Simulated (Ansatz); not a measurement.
Reaction (ligand exchange at the Si–C bond): `[AlH2][SiH2]BC[SiH3]` + `[OH][Mg][O][SiH3]` → `[SiH3][O][Mg][O][SiH3]` + `CB[SiH2][AlH2]`

Isolated molecules relaxed with PBE0-D4/def2-TZVP in Ansatz; ΔE leaves out vibrations. CBS: MP2 limit from def2 TZ/QZ plus the TZ coupled-cluster correction, frozen cores. Functionals use def2-TZVPP. B3LYP here is the variant with VWN-RPA as its local correlation; programs differ in this. For Mg outer-core shells are correlated without core-valence functions, which leaves a few kJ/mol of doubt a bond. One conformer a species, not always the lowest.

```
             level  ΔE (kcal/mol)  difference from CCSD(T)/CBS
         r2SCAN-D4          -24.7                          1.2
           PBE0-D4          -22.8                          3.1
          B3LYP-D4          -25.3                          0.6
           ωB97M-V          -24.4                          1.5
            r2SCAN          -25.1                          0.8
              PBE0          -23.8                          2.1
     HF/def2-TZVPP          -32.1                         -6.2
    MP2/def2-TZVPP          -24.9                          1.0
SCS-MP2/def2-TZVPP          -26.6                         -0.7
   CCSD/def2-TZVPP          -26.4                         -0.5
CCSD(T)/def2-TZVPP          -25.4                          0.5
     HF/def2-QZVPP          -32.6                         -6.7
    MP2/def2-QZVPP          -25.4                          0.5
SCS-MP2/def2-QZVPP          -27.1                         -1.2
      HF/CBS(def2)          -32.7                         -6.8
     MP2/CBS(def2)          -25.5                          0.4
       CCSD(T)/CBS          -25.9                            0
```

Largest T1 diagnostic among the species: 0.014.

From PBE to PBE0 (25 % exact exchange), in def2-TZVPP and without D4, ΔE moves by −1.2 kcal/mol. In def2-TZVPP, CCSD(T) changes the Hartree–Fock value by +6.7 kcal/mol (the triples alone add +1.0 kcal/mol) and MP2 by +7.2 kcal/mol.
